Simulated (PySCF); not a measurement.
Heteronuclear NMR

Molfile (atoms numbered from 1):
```
C3H7NO2Si
     RDKit          3D

 14 13  0  0  0  0  0  0  0  0999 V2000
   -2.9290    0.4143   -0.0487 C   0  0  0  0  0  0  0  0  0  0  0  0
   -1.4432    0.5291   -0.2546 C   0  0  0  0  0  0  0  0  0  0  0  0
   -0.8862    1.3539   -0.9084 O   0  0  0  0  0  0  0  0  0  0  0  0
   -0.8229   -0.4715    0.4487 O   0  0  0  0  0  0  0  0  0  0  0  0
    0.5178   -0.6848    0.4138 C   0  0  0  0  0  0  0  0  0  0  0  0
    1.3204   -0.0972   -0.3224 N   0  0  0  0  0  0  0  0  0  0  0  0
    3.0194   -0.1756   -0.5639 Si  0  0  0  0  0  4  0  0  0  0  0  0
   -3.2779   -0.5228   -0.4767 H   0  0  0  0  0  0  0  0  0  0  0  0
   -3.1524    0.4035    1.0151 H   0  0  0  0  0  0  0  0  0  0  0  0
   -3.4292    1.2483   -0.5307 H   0  0  0  0  0  0  0  0  0  0  0  0
    0.7412   -1.4766    1.1430 H   0  0  0  0  0  0  0  0  0  0  0  0
    3.4793    1.1690   -0.2374 H   0  0  0  0  0  0  0  0  0  0  0  0
    3.7114   -1.1686    0.2700 H   0  0  0  0  0  0  0  0  0  0  0  0
    3.1505   -0.5216   -1.9751 H   0  0  0  0  0  0  0  0  0  0  0  0
  1  2  1  0
  2  3  2  0
  2  4  1  0
  4  5  1  0
  5  6  2  0
  6  7  1  0
  1  8  1  0
  1  9  1  0
  1 10  1  0
  5 11  1  0
  7 12  1  0
  7 13  1  0
  7 14  1  0
M  END
```

- σ from GIAO-PBE0/pcSseg-1
- GFN2-xTB structure
- code: PySCF 2.14
- no relativistic terms, rapidly exchanging positions averaged, a single conformation, no solvent model

Task: Predict the $^{29}$Si NMR data.

Result: 
| atoms | environment | σ (ppm) | δ (ppm) |
| --- | --- | --- | --- |
| Si7 | silicon bonded to N, 3 H | 412.4 | -59.0 |

Shieldings were converted by a linear fit to measured shifts: $^{29}$Si (scatter 8.9 ppm rms, 25.8 ppm with the 6 outliers that the fit left out vs TMS, solution or neat liquid). A few per cent of atoms miss by over 2 rms, more outside the fitted compound classes.

On a 600 MHz spectrometer $^{29}$Si resonates near 119.2 MHz, so 1 ppm is 119.2 Hz.

Task: Predict the $^{15}$N NMR data.

Result: 
```tsv
atoms	environment	σ (ppm)	δ (ppm)
N6	imine nitrogen	-23.3	-126.6
```

Shieldings were converted by a linear fit to measured shifts: $^{15}$N (scatter 6.3 ppm rms vs CH3NO2, solution or neat liquid). A few per cent of atoms miss by over 2 rms, more outside the fitted compound classes.

On a 500 MHz spectrometer $^{15}$N resonates near 50.7 MHz, so 1 ppm is 50.7 Hz.

Task: What are the $^{17}$O shifts?

Result: 
| atoms | environment | σ (ppm) | δ (ppm) |
| --- | --- | --- | --- |
| O3 | ester carbonyl oxygen | -169.5 | 421.1 |
| O4 | ester alkoxy oxygen | 42.6 | 227.9 |

Shieldings were converted by a linear fit to measured shifts: $^{17}$O: δ = 266.70 − 0.911σ (rms 10.7 ppm, 155 shifts, 12.2 ppm with the 3 outliers that the fit left out vs liquid water, solution or neat liquid). Occasional misses reach two or three times the rms, and more in compound classes unlike the fitted ones.

On a 500 MHz spectrometer $^{17}$O resonates near 67.8 MHz, so 1 ppm is 67.8 Hz.
